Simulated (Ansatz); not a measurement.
Correlation energies of CH$_{6}$NO$_{2}$Ta (`[CH3][Ta](=[NH])([OH])[OH]`) by basis set

```xyz
11

C     1.205    0.106   -1.155
Ta   -0.473   -0.026    0.210
N     0.279   -0.110    1.808
O    -1.431   -1.621   -0.218
O    -1.514    1.559   -0.012
H     0.850    0.163   -2.190
H     1.858   -0.767   -1.062
H     1.811    0.993   -0.949
H     0.663   -0.160    2.735
H    -1.563   -2.436    0.264
H    -1.686    2.298    0.570
```

Charge 0, multiplicity 1. Correlated methods include outer-core shells of Ta, which these sets cover unevenly. Ta: def2 effective core potential. The structure was optimised at the PBE0-D4/def2-TZVP level. It is one conformer, not always the lowest. Frozen core, restricted reference, Ansatz.

| basis | HF (Eh) | MP2 corr. |
| --- | --- | --- |
| def2-SVP | -301.85707 | -0.99751 |
| def2-TZVPP | -302.18763 | -1.29204 |
| def2-QZVPP | -302.20021 | -1.40797 |

(1) Estimate the CCSD correlation energy and the (T) correction in each basis where they were run (hartree).

## Answers

(1) 
```csv
basis,CCSD corr.,(T)
def2-SVP,-1.00413,-0.03727
def2-TZVPP,-1.28550,-0.05999
```
